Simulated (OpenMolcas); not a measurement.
An OpenMolcas run meant for Cu⁷⁺ (ANO-L-VQZP, non-relativistic; inactive shells 1s 2s 2p 3s 3p; intended active space 4 electrons in 5 orbitals (3d)). One step of its input:

```
&RASSCF
FileOrb=start.orb
Symmetry=1
Spin=5
nActEl=5 0 0
Inactive=3 6
Ras2=5 0
CIRoot=5 5 1
SDav=5
CIMx=300
Iter=66 100
PrWF=0.3
OrbListing=Nothing
MaxOrb=0
Atom
>>> COPY $Project.JobIph JOB001
```

Lines from the output:

```
--- SEWARD ---
Basis set label: CU.ANO-L...7S6P4D3F2G.

      Electronic valence basis set:
      ------------------
      Associated Effective Charge  29.000000 au
      Associated Actual Charge     29.000000 au
      Nuclear Model: Point charge

      Shell  nPrim  nBasis  Cartesian Spherical Contaminant
         s      21       7        X
         p      15       6        X
         d      10       4                 X
         f       6       3                 X
         g       4       2                 X
                  Atomic mean-field integrals
--- RASSCF ---

 Nr of active orbitals     NAC=   5
 Spin degeneracy         ISPIN=   5
 There can be no such wave function.
 ************************************************
--- Stop Module: rasscf at  /rc=_RC_INPUT_ERROR_ ---
.####################.
.# User input error #.
.####################.
```

**Question.** What is wrong with the input?

**Answer.** nActEl holds one electron too many for this ion, which clashes with the multiplicity.
